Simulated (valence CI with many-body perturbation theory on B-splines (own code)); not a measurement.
E1 line list for Zr⁸⁺

Level of theory: relativistic CI+MBPT: four valence electrons over a frozen Dirac-Fock core [Ar] 3d10, radial functions for each j: 11 s, 11 p, 9 d, 7 f, 5 g, 2 h, 1 i, with the one-electron correlation potential Σ1, the two-electron term Σ2, the three-electron term Σ3, Breit, model QED; selected CI, second order for the rest, scaled by the run's own slope (own B-spline code, finite nucleus).

No measured spectrum was set against this ion. As an estimate, levels hold to about 250 cm⁻¹ or 0.2 % of their energy and the worst to 1 %, as in measured heavy ions of charge 2 to 7; those with d or f electrons hold less well. Among the levels kept, up to 350 cm⁻¹ of a level comes from second order outside the variational space, and about a tenth of that is noise between levels of different J, which matters for small intervals.

Lines 51 to 100 of 227 in falling wavelength, among levels below 71.316 eV, chosen from the strongest by gf and those to the six lowest levels. Wavelengths and rates use the calculated energies, so an error of 500 cm⁻¹ moves a line at 457.0 Å by 0.23 % and its rate by three times that or more. Electric multipoles are in the length gauge, E1 and E2 with the static RPA response of the core. Weak lines are less certain than strong ones. Lines between different terms over intervals too small for the method are left out, as are lines whose strength nearly cancels. Where a level lies close to another of its J and parity, the split of strength between their lines is uncertain. The highest levels of a list are the least certain.

Names give the largest LS component (configuration and term), which can be under half, so a name can repeat, a term be missing and a line seem to break the LS rules; names also repeat where a configuration has a term twice. Letters in brackets count levels of one name in rising energy.

| λ vac (Å) | Upper | Lower | A (s⁻¹) | log gf | Branch % |
| --- | --- | --- | --- | --- | --- |
| 457.0 | 4s4p²4d ³F_3 [b] | 4s²4p4d ³P°_2 | 3.82e+08 | -1.08 | 0.7 |
| 456.9 | 4s4p²4d ³F_2 [c] | 4s²4p4d ³D°_1 | 1.10e+09 | -0.76 | 1.9 |
| 455.1 | 4s4p³ ³P°_2 | 4s²4p² ³P_2 | 3.78e+09 | -0.23 | 95.8 |
| 453.3 | 4s4p²4d ³D_2 [b] | 4s²4p4d ³P°_2 | 5.34e+08 | -1.08 | 1.2 |
| 451.3 | 4s4p²4d ¹P_1 | 4s²4p4d ³P°_2 | 1.58e+09 | -0.84 | 4.5 |
| 451.0 | 4p⁴ ³P_2 | 4s4p³ ³D°_2 | 1.84e+09 | -0.55 | 19.4 |
| 446.3 | 4s4p³ ³P°_0 | 4s²4p² ³P_1 | 4.16e+09 | -0.91 | 100.0 |
| 444.9 | 4s4p³ ¹D°_2 | 4s²4p² ¹D_2 | 6.99e+09 | 0.02 | 87.9 |
| 443.9 | 4s4p²4d ³F_3 [c] | 4s²4p4d ³P°_2 | 4.24e+08 | -1.06 | 0.9 |
| 443.4 | 4s4p³ ³P°_1 | 4s²4p² ³P_1 | 2.65e+09 | -0.63 | 60.2 |
| 441.5 | 4s4p²4d ³P_1 [b] | 4s²4p4d ³P°_2 | 1.84e+09 | -0.79 | 3.5 |
| 439.8 | 4s4p³ ³P°_2 | 4s²4p² ³P_1 | 1.66e+08 | -1.62 | 4.2 |
| 436.4 | 4s4p²4d ¹F_3 | 4s²4p4d ³F°_3 | 6.05e+08 | -0.92 | 1.7 |
| 434.1 | 4s4p²4d ³D_2 [a] | 4s²4p4d ³F°_2 | 1.48e+09 | -0.68 | 4.2 |
| 424.4 | 4s4p²4d ³F_2 [b] | 4s²4p4d ³F°_3 | 6.86e+08 | -1.03 | 1.2 |
| 422.3 | 4p⁴ ³P_1 | 4s4p³ ³D°_2 | 4.42e+09 | -0.45 | 41.4 |
| 422.2 | 4s4p³ ³P°_1 | 4s²4p² ³P_0 | 1.09e+09 | -1.06 | 24.8 |
| 421.6 | 4p⁴ ³P_1 | 4s4p³ ³D°_1 | 2.34e+09 | -0.73 | 21.9 |
| 421.1 | 4s4p²4d ³F_4 [b] | 4s²4p4d ³F°_4 | 6.56e+08 | -0.80 | 0.7 |
| 421.1 | 4p⁴ ³P_0 | 4s4p³ ³D°_1 | 6.55e+09 | -0.76 | 59.1 |
| 420.8 | 4s4p³ ¹P°_1 | 4s²4p² ¹S_0 | 3.92e+09 | -0.51 | 11.7 |
| 418.9 | 4p⁴ ¹D_2 | 4s4p³ ³D°_3 | 1.39e+09 | -0.74 | 21.5 |
| 415.3 | 4s4p²4d ³F_3 [b] | 4s²4p4d ³F°_3 | 2.93e+09 | -0.28 | 5.2 |
| 412.3 | 4s4p²4d ³D_2 [b] | 4s²4p4d ³F°_3 | 9.66e+08 | -0.91 | 2.2 |
| 411.8 | 4s4p³ ³S°_1 | 4s²4p² ¹D_2 | 9.22e+06 | -3.15 | 0.0 |
| 411.6 | 4s4p²4d ³F_2 [b] | 4s²4p4d ³F°_2 | 4.02e+09 | -0.29 | 7.2 |
| 407.2 | 4s4p³ ¹D°_2 | 4s²4p² ³P_2 | 8.49e+08 | -0.98 | 10.7 |
| 405.2 | 4s4p²4d ³P_1 [a] | 4s4p³ ³S°_1 | 1.48e+09 | -0.96 | 3.8 |
| 404.4 | 4s4p²4d ³D_1 [b] | 4s²4p4d ³F°_2 | 1.41e+09 | -0.98 | 2.8 |
| 398.6 | 4s4p²4d ¹P_1 | 4s²4p4d ³F°_2 | 5.25e+09 | -0.43 | 15.1 |
| 394.9 | 4s4p³ ¹D°_2 | 4s²4p² ³P_1 | 1.15e+08 | -1.87 | 1.5 |
| 390.6 | 4s4p²4d ³F_2 [c] | 4s²4p4d ³F°_2 | 3.09e+09 | -0.45 | 5.4 |
| 379.2 | 4s4p³ ³S°_1 | 4s²4p² ³P_2 | 2.54e+10 | 0.22 | 60.0 |
| 378.0 | 4s4p³ ¹P°_1 | 4s²4p² ¹D_2 | 2.32e+10 | 0.17 | 69.4 |
| 375.4 | 4p⁴ ³P_2 | 4s4p³ ⁵S°_2 | 1.18e+08 | -1.90 | 1.2 |
| 368.6 | 4s4p³ ³S°_1 | 4s²4p² ³P_1 | 1.13e+10 | -0.16 | 26.8 |
| 359.9 | 4s²4p4d ³F°_2 | 4s²4p² ¹D_2 | 7.97e+08 | -1.11 | 38.6 |
| 356.5 | 4s4p²4d ⁵P_2 | 4s4p³ ³P°_2 | 1.02e+09 | -1.01 | 1.6 |
| 355.2 | 4p⁴ ³P_1 | 4s4p³ ⁵S°_2 | 8.27e+06 | -3.33 | 0.1 |
| 354.8 | 4s4p²4d ³P_2 | 4s4p³ ³P°_2 | 1.09e+09 | -0.99 | 2.3 |
| 353.8 | 4s4p³ ³S°_1 | 4s²4p² ³P_0 | 5.09e+09 | -0.54 | 12.0 |
| 352.5 | 4s4p²4d ³P_2 | 4s4p³ ³P°_1 | 1.18e+09 | -0.96 | 2.4 |
| 351.4 | 4s4p²4d ³D_3 | 4s4p³ ¹D°_2 | 1.92e+09 | -0.61 | 7.1 |
| 350.6 | 4s²4p4d ³F°_3 | 4s²4p² ¹D_2 | 2.51e+07 | -2.49 | 1.5 |
| 350.4 | 4s4p³ ¹P°_1 | 4s²4p² ³P_2 | 2.21e+08 | -1.91 | 0.7 |
| 347.5 | 4p⁴ ¹D_2 | 4s4p³ ⁵S°_2 | 9.18e+06 | -3.08 | 0.1 |
| 347.1 | 4s²4p4d ³D°_1 | 4s²4p² ¹S_0 | 7.05e+07 | -2.42 | 0.1 |
| 345.3 | 4s4p²4d ¹F_3 | 4s4p³ ¹D°_2 | 1.67e+09 | -0.68 | 4.7 |
| 344.0 | 4s4p²4d ³P_1 [a] | 4s4p³ ³P°_2 | 7.45e+09 | -0.40 | 19.1 |
| 341.3 | 4s4p³ ¹P°_1 | 4s²4p² ³P_1 | 5.33e+09 | -0.55 | 15.9 |
